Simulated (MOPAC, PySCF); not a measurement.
The scaffold SiH2(OH)-X carries different groups X. Gas-phase values, no solvent. One relaxed conformer stands for each flexible species; it need not be the lowest. Strings in code marks are SMILES.

Quantity: vertical ionisation energy (energy after one electron is removed minus that of the parent at the parent's geometry), in eV.

Level 1: PBE0-D4/def2-TZVP (PySCF)
Level 2: minus the HOMO energy of HF/3-21G // PBE0-D4/def2-TZVP (PySCF)
Level 3: minus the HOMO energy of PM6 // PBE0-D4/def2-TZVP (MOPAC)
Level 4: minus the HOMO energy of PM7 // PBE0-D4/def2-TZVP (MOPAC)

```tsv
species	level 1	level 2	level 3	level 4
`O[SiH2][SiH3]` (H–O–Si–Si torsion 59°)	9.94	10.61	8.80	10.49
`O[SiH2][AlH2]`	9.29	9.80	9.71	10.36
`OC[SiH2]O`	9.81	10.94	9.67	10.35
`O[SiH2]F` (H–O–Si–F torsion 72°)	11.90	12.90	11.17	12.42
`CN[SiH2]O` (C–N–Si–O torsion 83°, N–Si–O–H torsion -73°)	9.17	10.17	9.68	9.21
`O[SiH2]Br` (H–O–Si–Br torsion 58°)	10.73	11.19	10.48	10.52
`O[SiH2][SeH]` (H–O–Si–Se torsion 47°, O–Si–Se–H torsion -98°)	9.54	9.89	9.25	8.65
`N[SiH2]O`	10.30	11.00	10.43	10.12
```
